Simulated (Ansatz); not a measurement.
Calculated with Ansatz (gas phase, PBE0-D4/def2-TZVP geometries, no zero-point term in ΔE). CCSD(T)/CBS adds triple-zeta CCSD(T) − MP2 to the extrapolated MP2 energy (def2 sets, frozen cores). Functionals use def2-TZVPP. For Br, Ge outer-core shells are correlated without core-valence functions, which leaves a few kJ/mol of doubt a bond. Scalar relativity is left out up to krypton. One conformer a species, not always the lowest.

Consider the cleavage of the Si–Ge bond: `[SiH3][GeH2][SiH3]` + `O[SiH](O)Br` → `O[SiH](Br)O[SiH3]` + `[SiH3][GeH3]`.

`[SiH3][GeH2][SiH3]`:

```xyz
11

Si   -1.441   -1.267   -0.547
Ge    0.430    0.168   -0.861
Si    1.114    1.139    1.200
H    -2.574   -0.495    0.029
H    -1.083   -2.360    0.395
H    -1.876   -1.867   -1.836
H     1.598   -0.633   -1.467
H     0.064    1.283   -1.859
H     2.287    2.033    1.006
H     1.482    0.067    2.162
H    -0.004    1.932    1.777
```

`O[SiH](O)Br`:

Z-matrix (Å, degrees):
```
Si
O 1 1.631
Br 1 2.230 2 107.4
O 1 1.621 2 109.9 3 -121.9
H 1 1.469 2 113.6 3 119.3
H 2 0.958 1 117.9 3 -25.3
H 4 0.959 1 118.6 2 53.3
```

`O[SiH](Br)O[SiH3]`:

```xyz
10

O     1.195   -1.919   -1.013
Si    0.542   -1.200    0.287
Br    2.109   -0.067    1.393
O    -0.627   -0.156   -0.104
Si   -1.128    1.410   -0.035
H     1.752   -1.407   -1.602
H     0.014   -2.270    1.143
H    -0.207    2.270   -0.820
H    -1.164    1.874    1.373
H    -2.487    1.464   -0.622
```

`[SiH3][GeH3]`:

```xyz
8

Si    0.924    0.739   -0.202
Ge   -0.907   -0.724    0.198
H     1.446    1.268    1.086
H     0.491    1.880   -1.050
H     2.017    0.010   -0.899
H    -0.468   -1.914    1.069
H    -1.460   -1.273   -1.128
H    -2.042    0.015    0.927
```

```tsv
species	BHLYP energy (Eh)
`[SiH3][GeH2][SiH3]`	-2660.78575
`O[SiH](O)Br`	-3016.05968
`O[SiH](Br)O[SiH3]`	-3306.80573
`[SiH3][GeH3]`	-2370.07503
```

Problem. Work out ΔE.

Solution. ΔE = (-3306.80573) + (-2370.07503) − (-2660.78575) − (-3016.05968) = -0.03533 Eh = -0.96 eV. CCSD(T)/CBS gives -0.84 eV.

Largest T1 diagnostic among the species: 0.012.

From BLYP to BHLYP (50 % exact exchange), in def2-TZVPP and without D4, ΔE moves by −0.17 eV. In def2-TZVPP, CCSD(T) changes the Hartree–Fock value by +0.27 eV (the triples alone add +0.03 eV) and MP2 by +0.24 eV. Leaving LDA and LC-ωPBE aside and taking each functional with its dispersion term where it has one, the values, not all of them listed here, spread over 0.36 eV, from BHLYP-D4 to PBE-D4. LDA lies −0.04 eV from PBE without D4.
